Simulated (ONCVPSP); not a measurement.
## N (Z = 7), ONCV: configuration errors across variants

ONCVPSP 4.0.1 input, shortened (lines: element, Z, core and valence counts, functional; n l f; lmax; l rc ep ncon nbas qcut; lloc lpopt rc5 dvloc0; l nproj debl; icmod fcfact rcfact), Wu-Cohen, scalar-relativistic:

```
  N 7.00    1    2  -118130      upf
    1    0    2.00
    2    0    2.00
    2    1    3.00
    2
    0    1.00    0.00    4    7    7.90
    1    2.35    0.00    4    8    6.80
    2    1.90    0.25    3    7    4.40
    4    5    0.75    3.00
    0    2    2.90
    1    2    2.90
    2    2    3.30
    0    0.00    0.00
```

All-electron excitation energies from the reference (eV): (1) 2s2 2p2 13.561; (2) 2s2 2p1 42.379; (3) 2s2 2p0 89.372; (4) 2s0 2p5 22.884.

Errors AE − PS in meV (a dash: test not solved or not reliable):

| change | (1) | (2) | (3) | (4) | bound ghosts | GHOST(+) flags above zero |
| --- | --- | --- | --- | --- | --- | --- |
| base | +97 | +713 | +2522 | -53 | none | d |
| all radii scaled by about 0.79 (s 0.80, p 1.86, d 1.50 bohr); local potential polynomial inside 0.60 bohr (lpopt 5, dvloc0 3 Ha) | +47 | +376 | +1423 | -8.3 | none | d |
| all radii scaled by about 0.86 (s 0.86, p 2.02, d 1.62 bohr); local potential polynomial inside 0.64 bohr (lpopt 5, dvloc0 3 Ha) | +61 | +473 | +1747 | -21 | none | d |
| all radii scaled by about 0.94 (s 0.94, p 2.20, d 1.78 bohr); local potential polynomial inside 0.70 bohr (lpopt 5, dvloc0 3 Ha) | +80 | +596 | +2150 | -37 | none | d |
| all radii scaled by about 1.08 (s 1.08, p 2.54, d 2.06 bohr); local potential polynomial inside 0.82 bohr (lpopt 5, dvloc0 3 Ha) | +119 | +860 | +2993 | -74 | none | d |
| all radii scaled by about 1.15 (s 1.14, p 2.70, d 2.18 bohr); local potential polynomial inside 0.86 bohr (lpopt 5, dvloc0 3 Ha) | +138 | +990 | +3429 | -96 | none | d |
| all radii scaled by about 1.31 (s 1.32, p 3.08, d 2.50 bohr); local potential polynomial inside 0.98 bohr (lpopt 5, dvloc0 3 Ha) | +183 | +1293 | +4381 | -154 | none | none |

(1) Give the same row for: all radii scaled by about 1.25 (s 1.26, p 2.94, d 2.38 bohr); local potential polynomial inside 0.94 bohr (lpopt 5, dvloc0 3 Ha).

## Answers

(1) +183, +1282, +4327, -152; bound ghosts: none; GHOST(+) flags above zero: d.
